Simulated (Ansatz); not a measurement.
CH₇NSSi (`NC[SiH2]S`), charge 0, multiplicity 1.

Q: Give a relaxed structure at PBE0-D4/def2-TZVP (Ansatz 0.2.0). (Estimate.)

A: Ansatz gave: 
Cartesian coordinates in Å:
```
N -0.9748 0.8743 -1.2655
C -0.7003 0.4077 0.0883
Si 0.6429 -0.9048 0.0012
S 1.2931 -1.5315 1.9445
H -1.7731 1.4958 -1.2905
H -0.1854 1.3827 -1.6424
H -1.5947 -0.0807 0.4879
H -0.4270 1.1918 0.8122
H 1.7865 -0.3607 -0.7828
H 0.1442 -2.1436 -0.6421
H 1.7886 -0.3309 2.2894
```
This is one stationary point; other conformers may exist.
